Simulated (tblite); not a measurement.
Task: Write a Z-matrix for `CN(C)[Si](O)(O)OC=O` as optimised with GFN2-xTB.

Result: 
Z-matrix in Å and degrees, rows numbered from 1:
```
C 
N   1  1.4478
C   2  1.4480  1  112.07
Si  2  1.7110  1  120.41  3   155.56
O   4  1.6165  2  113.37  1   -77.81
O   4  1.6188  2  112.43  1    46.90
O   4  1.6961  2  105.77  1   167.44
C   7  1.3028  4  124.15  2   -90.63
O   8  1.1982  7  126.54  4    -1.43
H   1  1.0924  2  109.45  3    57.49
H   1  1.0950  2  111.42  3   -62.63
H   1  1.0854  2  109.43  3   177.23
H   3  1.0952  2  111.44  1    60.93
H   3  1.0933  2  109.34  1   -59.06
H   3  1.0860  2  109.72  1  -178.61
H   5  0.9554  4  121.75  2   175.16
H   6  0.9606  4  116.50  2    76.43
H   8  1.1058  7  110.78  4   179.28
```

The 2 C–O bonds span 1.198 Å (C8=O9, drawn double) to 1.303 Å (O7–C8, drawn single), a spread of 0.105 Å. Of the pairs four or more bonds apart, those above aside, O6···O9 is among the closest relative to their van der Waals radii: 2.85 Å, 94 % of the sum of Bondi's values. N2 (silicon-bound nitrogen) has angles 122.5°, 120.4° and 112.1°, sum 355.0°, 0.20 Å off the plane of its three neighbours. Si4 (oxygen-bound silicon) is distorted tetrahedral (angles from 105.2° to 113.4°).

Structure optimised with GFN2-xTB, isolated species.

Point group: C1 (no symmetry element, even within 0.4 Å). Its GFN2-xTB frequencies are all real (lowest 36 cm⁻¹). One conformer, not necessarily the lowest (C1–N2–Si4–O5 -78°, N2–Si4–O5–H 175°, N2–Si4–O6–H 76°, N2–Si4–O7–C8 -91°, Si4–O7–C8–O9 -1°). 3 starts were optimised and ended at 0.00, 0.72 and 2.35 kcal/mol (GFN2-xTB); the lowest of these is shown.

All values are computed, not measured.
